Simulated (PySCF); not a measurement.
# Two-dimensional NMR puzzle

Compound of formula C6H9ClO. Correlations simulated from computed shifts and the bond graph:

HSQC (one-bond C–H):
```
  δH     δC
7.74  168.3
2.40   28.8
2.00   13.7
1.19   14.9
```

COSY cross peaks (H two or three bonds apart, from the bond graph; peaks can be absent where the dihedral angle is near 90°):
```
  δH    δH
7.74  2.40
2.40  1.19
```

HMBC (two and three bonds, from the bond graph):
```
  δH                              δC
7.74  176.4, 135.6, 28.8, 14.9, 13.7
2.40              168.3, 135.6, 14.9
2.00             176.4, 168.3, 135.6
1.19                     168.3, 28.8
```

Carbons without hydrogens: δ 176.4, 135.6.

- coordinates at the GFN2-xTB level
- shieldings: GIAO PBE0/pcSseg-1
- code: PySCF
- non-relativistic Hamiltonian, fast rotation and ring inversion assumed for equivalent nuclei, no solvent, single conformer

δ = σ(ref) − σ, references computed at the same level: TMS for 1H (σref 31.72), 13C (σref 186.93).

Exchangeable hydrogens are left out of these lists.

Q: Work out the connectivity.

A: `C/C(=C\CC)C(=O)Cl`.

Atoms are numbered as in `[CH3:1][CH2:2]/[CH:3]=[C:4](\[CH3:5])[C:6](=[O:7])[Cl:8]`; H(Xn) means a hydrogen on atom n.

- δC 176.4 is C6, a carbonyl carbon.
- δC 168.3 is C3, a β carbon of a C=C–C=O unit (δH 7.74).
- δC 135.6 is C4, an α carbon of a C=C–C=O unit.
- δC 28.8 is C2, an allylic sp3 CH2 (δH 2.40).
- δC 14.9 is C1, a methyl carbon (δH 1.19).
- δC 13.7 is C5, an allylic methyl carbon (δH 2.00).
- HMBC from δH 7.74 reaches the proton-free carbons C6, C4.
- HMBC from δH 2.40 reaches the proton-free carbon C4.
- HMBC from δH 2.00 reaches the proton-free carbons C6, C4.
- COSY links 7.74–2.40, 2.40–1.19.

The shifts were computed for this structure.

Carbons that carry Cl, above all several Cl atoms, come out too deshielded, partly because spin–orbit coupling is missing. Shifts are as computed. Against solution values, carbons near 30 ppm lie about +3 ppm off and those near 130 ppm about +5 ppm; carbons on Cl a further +6 ppm. Of 1211 compounds with measured shifts, 218 miss one by over three times the rms of a fit or turn the order of signals round; such compounds aren't used in these exercises.
